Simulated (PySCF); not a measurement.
Ga(F)(OH)(NH2) (FGaH3NO), SMILES [NH2][Ga]([OH])[F]. Geometry optimised at PBE0-D3(BJ)/def2-SVP. The values are those of a single conformer.

Level of theory: PBE0-D3(BJ)/def2-SVP in PySCF.

Harmonic wavenumbers (cm⁻¹): 129, 161, 187, 218, 306, 360, 673, 727, 751, 776, 840, 1512, 3639, 3752, 3916. Rotational constants (GHz): 6.145, 5.683, 2.954; symmetry number 1.

**Question.** Work out the zero-point energy and the ideal-gas rigid-rotor harmonic-oscillator thermochemistry at 298.15 K and 1 atm.

**Answer.** ZPE = ½ Σ hcν = ½ × 17945 cm⁻¹ = 107.33 kJ/mol. H − E(el) = 126.87 kJ/mol. Entropy in J/(mol K): translation 168.63, rotation 106.89, vibration 56.62, total 332.14. G − E(el) = 27.84 kJ/mol. Cp = 93.72 J/(mol K). Modes under 150 cm⁻¹ make the vibrational entropy uncertain.
